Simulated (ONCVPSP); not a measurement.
## Ranking ONCV potentials for tungsten

All share these settings but for the change named:

W, optimised norm-conserving Vanderbilt (ONCV), made with ONCVPSP 4.0.1 (PW91, scalar-relativistic). Core [Kr] 4d10 4f14, reference 5s2 5p6 5d4 6s2. Waves: 5s+6s: rc 1.60 bohr, ncon 4, nbas 7, qcut 8.9 1/bohr, 2 projectors; 5p: rc 1.75 bohr, ncon 3, nbas 6, qcut 7.9 1/bohr, 1 projector; 5d: rc 2.40 bohr, ncon 4, nbas 9, qcut 7 1/bohr, 2 projectors, debl 2.2 Ha. Local part: polynomial inside 1.05 bohr (lpopt 5, dvloc0 4 Ha). Core correction: polynomial model core, fcfact 0.75.

Cutoff: the first of the cutoffs (Ha) at which the residual kinetic energy of the hardest occupied pseudo-wave falls to 1 and 0.1 mHa per electron; the density cutoff is not measured.

The base gives 26 Ha.

Of 6 variants that were run, those that failed, showed a ghost or another fault, or gave nearly equal values are left out.

A variant can come out equal or close to the base.

(1) Rank these variants from softest to hardest (loose cutoff).
A. all radii but the core radius scaled by about 1.34 (s 2.14, p 2.34, d 3.20 bohr); local potential polynomial inside 1.40 bohr (lpopt 5, dvloc0 4 Ha)
B. functional LDA (Perdew-Wang 92)
C. s: qcut 7.6

Results:

(1) A (18 Ha), C (22 Ha), B (26 Ha).
